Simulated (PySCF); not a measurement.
CH8F2N2Si2, singlet, at a GFN2-xTB geometry, with bond 11-5 at 1.8 times its length; CASCI(4,5)+NEVPT2/STO-3G in PySCF.

PySCF was given this input:
```python
from pyscf import gto, scf, mcscf, mrpt
import numpy

mol = gto.M(
    atom='''
Si    1.23829381   -0.79595173    0.03433322
F     0.97064801   -1.36461725    1.49867624
F     2.57596438    0.06350826    0.23467499
N    -0.07126454    0.18204842   -0.45649703
C     0.11207445    0.98084993   -1.65941311
Si   -1.53083382    0.47846065    0.48554276
N    -2.92843591    0.68652007   -0.49232345
H     1.56468327   -1.88725968   -0.85246347
H     0.80640336    0.49505718   -2.34314007
H     0.50914659    1.96989792   -1.41800050
H    -1.60694684    1.20905964   -2.57553841
H    -1.39125110    1.74056634    1.21342483
H    -1.74345259   -0.72372919    1.27475395
H    -3.11674634    1.56468083   -0.94419338
H    -3.28434043   -0.07706922   -1.04221266
''',
    basis='sto-3g',
    verbose=4,
)

mf = scf.RHF(mol)
mf.kernel()
mc = mcscf.CASCI(mf, 5, 4)
mc.fix_spin_(ss=0.0)
mc.kernel()
occ = numpy.linalg.eigvalsh(mc.fcisolver.make_rdm1(mc.ci, mc.ncas, mc.nelecas))[::-1]
ss = mc.fcisolver.spin_square(mc.ci, mc.ncas, mc.nelecas)[0]
print('natural occupations', occ.round(4), ' <S^2>', round(ss, 4))
e2 = mrpt.NEVPT(mc).kernel()
print('E(NEVPT2) = %.10f' % (mc.e_tot + e2))
```

What the program printed (banner, timings and long lists left out):

```
PySCF version 2.14.0

[INPUT] verbose = 4
[INPUT] num. atoms = 15
[INPUT] num. electrons = 74
[INPUT] charge = 0
[INPUT] spin (= nelec alpha-beta = 2S) = 0
[INPUT] symmetry False subgroup None
[INPUT] Mole.unit = angstrom
[INPUT] Symbol           X                Y                Z      unit          X                Y                Z       unit  Magmom
[INPUT]  1 Si     1.238293810000  -0.795951730000   0.034333220000 AA    2.340036162644  -1.504130778074   0.064880382774 Bohr   0.0
[INPUT]  2 F      0.970648010000  -1.364617250000   1.498676240000 AA    1.834258902254  -2.578752867357   2.832087642993 Bohr   0.0
[INPUT]  3 F      2.575964380000   0.063508260000   0.234674990000 AA    4.867867184835   0.120013218048   0.443471459385 Bohr   0.0
[INPUT]  4 N     -0.071264540000   0.182048420000  -0.456497030000 AA   -0.134670462993   0.344021655210  -0.862654363377 Bohr   0.0
[INPUT]  5 C      0.112074450000   0.980849930000  -1.659413110000 AA    0.211790016061   1.853537736999  -3.135836305413 Bohr   0.0
[INPUT]  6 Si    -1.530833820000   0.478460650000   0.485542760000 AA   -2.892856662022   0.904159589881   0.917542838165 Bohr   0.0
[INPUT]  7 N     -2.928435910000   0.686520070000  -0.492323450000 AA   -5.533941843241   1.297334911317  -0.930356485201 Bohr   0.0
[INPUT]  8 H      1.564683270000  -1.887259680000  -0.852463470000 AA    2.956822851989  -3.566403921134  -1.610922489496 Bohr   0.0
[INPUT]  9 H      0.806403360000   0.495057180000  -2.343140070000 AA    1.523881496329   0.935522486200  -4.427893003794 Bohr   0.0
[INPUT] 10 H      0.509146590000   1.969897920000  -1.418000500000 AA    0.962147612356   3.722567562150  -2.679632589496 Bohr   0.0
[INPUT] 11 H     -1.606946840000   1.209059640000  -2.575538410000 AA   -3.036689424335   2.284791587865  -4.867062218198 Bohr   0.0
[INPUT] 12 H     -1.391251100000   1.740566340000   1.213424830000 AA   -2.629083549500   3.289193684237   2.293040601447 Bohr   0.0
[INPUT] 13 H     -1.743452590000  -0.723729190000   1.274753950000 AA   -3.294647906264  -1.367649957453   2.408935841708 Bohr   0.0
[INPUT] 14 H     -3.116746340000   1.564680830000  -0.944193380000 AA   -5.889796982341   2.956818241057  -1.784266896827 Bohr   0.0
[INPUT] 15 H     -3.284340430000  -0.077069220000  -1.042212660000 AA   -6.206503912536  -0.145639718434  -1.969496490954 Bohr   0.0

nuclear repulsion = 494.732010216286
number of shells = 33
number of NR pGTOs = 153
number of NR cGTOs = 51
basis = sto-3g
ecp = {}

******** <class 'pyscf.scf.hf.RHF'> ********
method = RHF
initial guess = minao
damping factor = 0
level_shift factor = 0
DIIS = <class 'pyscf.scf.diis.CDIIS'>
diis_start_cycle = 1
diis_space = 8
diis_damp = 0
SCF conv_tol = 1e-09
SCF conv_tol_grad = None
SCF max_cycles = 50
direct_scf = True
direct_scf_tol = 1e-13
Set gradient conv threshold to 3.16228e-05
Initial guess from minao.
init E= -917.007288705671
  HOMO = -0.253707251641946  LUMO = 0.00111290087818583  gap/eV = 6.93401
cycle= 1 E= -916.572183190443  delta_E= 0.435  |g|= 0.578  |ddm|= 4.59
  HOMO = -0.229424881606429  LUMO = 0.198510867176758  gap/eV = 11.64472
cycle= 2 E= -916.712310233124  delta_E= -0.14  |g|= 0.145  |ddm|= 1.11
  HOMO = -0.250038669903339  LUMO = 0.218514675042325  gap/eV = 12.74999
cycle= 3 E= -916.720899732078  delta_E= -0.00859  |g|= 0.0451  |ddm|= 0.254
  HOMO = -0.252532198594374  LUMO = 0.214877044577137  gap/eV = 12.71885
cycle= 4 E= -916.722056345342  delta_E= -0.00116  |g|= 0.0149  |ddm|= 0.0996
  HOMO = -0.252085219021079  LUMO = 0.217464754613815  gap/eV = 12.77711
cycle= 5 E= -916.722203617445  delta_E= -0.000147  |g|= 0.00365  |ddm|= 0.0398
  HOMO = -0.253019209258815  LUMO = 0.217016594628403  gap/eV = 12.79033
cycle= 6 E= -916.722211935341  delta_E= -8.32e-06  |g|= 0.00113  |ddm|= 0.00893
  HOMO = -0.252847451961151  LUMO = 0.217136102303664  gap/eV = 12.78890
cycle= 7 E= -916.722212808013  delta_E= -8.73e-07  |g|= 0.00027  |ddm|= 0.00305
  HOMO = -0.252899506049538  LUMO = 0.217163924606297  gap/eV = 12.79108
cycle= 8 E= -916.722212867227  delta_E= -5.92e-08  |g|= 9.19e-05  |ddm|= 0.000762
  HOMO = -0.252904481560452  LUMO = 0.217169911180617  gap/eV = 12.79138
cycle= 9 E= -916.72221287513  delta_E= -7.9e-09  |g|= 1.95e-05  |ddm|= 0.000304
  HOMO = -0.252907270274744  LUMO = 0.217170221753432  gap/eV = 12.79146
cycle= 10 E= -916.722212875559  delta_E= -4.28e-10  |g|= 3.8e-06  |ddm|= 7.72e-05
  HOMO = -0.252907670935458  LUMO = 0.217169970545256  gap/eV = 12.79146
Extra cycle  E= -916.722212875569  delta_E= -1.05e-11  |g|= 1.57e-06  |ddm|= 8.83e-06
converged SCF energy = -916.722212875569

******** <class 'pyscf.mcscf.casci.CASCI'> ********
CAS (2e+2e, 5o), ncore = 35, nvir = 11
natorb = False
canonicalization = True
sorting_mo_energy = False
******** <class 'pyscf.fci.addons.SpinPenaltyFCISolver'> ********
max. cycles = 200
conv_tol = 1e-08
davidson only = True
linear dependence = 1e-12
level shift = 0.001
max iter space = 12
nroots = 1
pspace_size = 400
spin = None
Density matrix diagonal elements [1.99917916e+00 1.90176119e+00 9.79029099e-02 8.14373923e-04
 3.42368129e-04]
CASCI converged
CASCI E = -916.751775265201  E(CI) = -2.98231299457461  S^2 = 0.0000000
natural occupations [1.9993e+00 1.9019e+00 9.7800e-02 8.0000e-04 1.0000e-04]  <S^2> 0.0

******** <class 'pyscf.mrpt.nevpt2.NEVPT'> ********
NEVPT2 (2e+2e, 5o), ncore = 35, nvir = 11
root = 0
Natural occ [1.99930319e+00 1.90192123e+00 9.78338905e-02 7.98704234e-04
 1.42983721e-04]
Natural orbital (expansion on meta-Lowdin AOs) in CAS space
               #1        #2        #3        #4        #5
0 Si 1s          0.00004   0.00005  -0.00015  -0.00089   0.00032
0 Si 2s          0.00013   0.00051   0.00065   0.00283  -0.00034
0 Si 3s          0.02681   0.04620  -0.07115  -0.44669   0.17573
0 Si 2px         0.00185   0.00207  -0.00202  -0.00273   0.00596
0 Si 2py        -0.00024  -0.00105   0.00216   0.00348   0.00615
0 Si 2pz         0.00048   0.00131  -0.00081  -0.00798  -0.00424
0 Si 3px        -0.03966  -0.02900   0.06995   0.07093  -0.33033
0 Si 3py         0.05306   0.06267  -0.06362  -0.22591  -0.29041
0 Si 3pz        -0.02073  -0.00295  -0.01497   0.27933   0.28678
1 F 1s          -0.00001   0.00012  -0.00026  -0.00019   0.00248
1 F 2s           0.00050  -0.00113   0.01236   0.00099  -0.13201
1 F 2px          0.04549   0.02114  -0.01359  -0.02908   0.01709
1 F 2py         -0.02774  -0.05541   0.03464   0.03936  -0.07806
1 F 2pz         -0.01227   0.04682  -0.04127  -0.02775   0.28418
2 F 1s           0.00014   0.00026  -0.00015  -0.00167  -0.00108
2 F 2s           0.00296  -0.00358   0.00655   0.08246   0.06244
2 F 2px          0.11912   0.12968  -0.03587  -0.20352  -0.09857
2 F 2py         -0.01528   0.01954   0.00380  -0.06215  -0.04951
2 F 2pz          0.03721   0.02070   0.00494  -0.09231  -0.08559
3 N 1s           0.00055  -0.00002  -0.00052  -0.00604   0.00315
3 N 2s          -0.07797  -0.01457   0.03284   0.40608  -0.22462
3 N 2px          0.30391   0.31323  -0.09273   0.02940  -0.01035
3 N 2py          0.09610   0.35961  -0.06006  -0.07735  -0.04223
3 N 2pz         -0.01064   0.33908  -0.09520   0.13948   0.02800
4 C 1s           0.00006   0.00004   0.00221  -0.00045  -0.00228
4 C 2s          -0.03175   0.10321  -0.27579   0.01155   0.15114
4 C 2px          0.07714  -0.35577   0.56907   0.04180   0.00833
4 C 2py         -0.03779  -0.01462  -0.06857   0.02073  -0.16673
4 C 2pz          0.08028  -0.19447   0.28656  -0.11718   0.19881
5 Si 1s          0.00007  -0.00006   0.00010  -0.00059   0.00032
5 Si 2s          0.00017   0.00019  -0.00062   0.00228  -0.00190
5 Si 3s          0.04219  -0.03095   0.04623  -0.27758   0.14629
5 Si 2px         0.00260   0.00077  -0.00138   0.00527  -0.00632
5 Si 2py        -0.00030  -0.00006   0.00097   0.00088   0.00078
5 Si 2pz         0.00044  -0.00102   0.00052  -0.00819  -0.00975
5 Si 3px        -0.03728  -0.02915   0.03043  -0.21229   0.29284
5 Si 3py        -0.01950  -0.00350  -0.03751  -0.02434  -0.04527
5 Si 3pz        -0.03407   0.05236  -0.02954   0.36194   0.37175
6 N 1s          -0.00025   0.00003   0.00059  -0.00191  -0.00245
6 N 2s          -0.12640   0.03745  -0.03150   0.11522   0.17633
6 N 2px          0.66181  -0.06104  -0.05618   0.18063   0.12134
6 N 2py         -0.02894  -0.02538  -0.01922  -0.01943  -0.01358
6 N 2pz         -0.60333   0.17903   0.06539  -0.02876   0.02042
7 H 1s          -0.02492   0.08246  -0.00882   0.28557  -0.09046
8 H 1s          -0.01301   0.00082   0.03364  -0.05138  -0.04878
9 H 1s          -0.03030  -0.18631   0.07782   0.00599  -0.00360
10 H 1s          0.07264   0.59095   0.66903   0.00571   0.00953
11 H 1s          0.01784  -0.12521   0.00837   0.08087  -0.21431
12 H 1s          0.14420   0.04328  -0.04989  -0.00152  -0.24695
13 H 1s          0.03040  -0.02698   0.02248  -0.03795  -0.07391
14 H 1s          0.02182  -0.02122   0.00385  -0.04544  -0.07053
<CAS-nat-orb|mo-hf>  36     36       0.99963121
<CAS-nat-orb|mo-hf>  37     37       0.99958281
<CAS-nat-orb|mo-hf>  38     38       0.99899825
<CAS-nat-orb|mo-hf>  39     39       0.98700472
<CAS-nat-orb|mo-hf>  40     40       0.98614158
Sr    (-1)',   E = -0.00185382283936
Si    (+1)',   E = -0.03575674086518
Sijrs (0)  ,   E = -0.13932253415718
Sijr  (+1) ,   E = -0.06322820164381
Srsi  (-1) ,   E = -0.01404293410986
Srs   (-2) ,   E = -0.00177374920350
Sij   (+2) ,   E = -0.01278321120971
Sir   (0)' ,   E = -0.01661603862230
Nevpt2 Energy = -0.285377232650910
E(NEVPT2) = -917.0371524979
```
